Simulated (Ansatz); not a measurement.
One change: `C[SiH2]OB[SiH3]` becomes `[SiH3]BOC[SiH3]`.

Ansatz, PBE0-D4/def2-TZVP geometries, multiplicity 1. Each molecule was computed in one conformer, which needn't be the lowest.

```csv
property,`C[SiH2]OB[SiH3]`
HOMO–LUMO gap (PBE0/def2-TZVPP) / eV,6.33
size of the dipole moment (B3LYP/def2-TZVPP) / D,2.31
LUMO energy (PBE/def2-TZVPP) / eV,-2.13
HOMO energy (PBE0/def2-TZVPP) / eV,-7.49
HOMO energy (ωB97M-V/def2-TZVPP) / eV,-9.69
size of the dipole moment (ωB97M-V/def2-TZVPP) / D,2.29
```

Problem. Give the same properties after the change, and the shifts. (An estimate is asked.)

Solution. Computed: 
| property | `[SiH3]BOC[SiH3]` | shift |
| --- | --- | --- |
| HOMO–LUMO gap (PBE0/def2-TZVPP) / eV | 6.71 | 0.38 |
| size of the dipole moment (B3LYP/def2-TZVPP) / D | 1.82 | -0.49 |
| LUMO energy (PBE/def2-TZVPP) / eV | -2.03 | 0.10 |
| HOMO energy (PBE0/def2-TZVPP) / eV | -7.78 | -0.29 |
| HOMO energy (ωB97M-V/def2-TZVPP) / eV | -9.95 | -0.26 |
| size of the dipole moment (ωB97M-V/def2-TZVPP) / D | 1.83 | -0.46 |

With PBE0 the HOMO falls by 0.29 eV and the LUMO rises by 0.09 eV, so the gap widens by about 0.38 eV. PBE moves the HOMO by -0.30 eV and ωB97M-V by -0.26 eV. Dipoles are sizes alone; their direction can turn.

B3LYP here is the variant with VWN-RPA as its local correlation; programs differ in this.
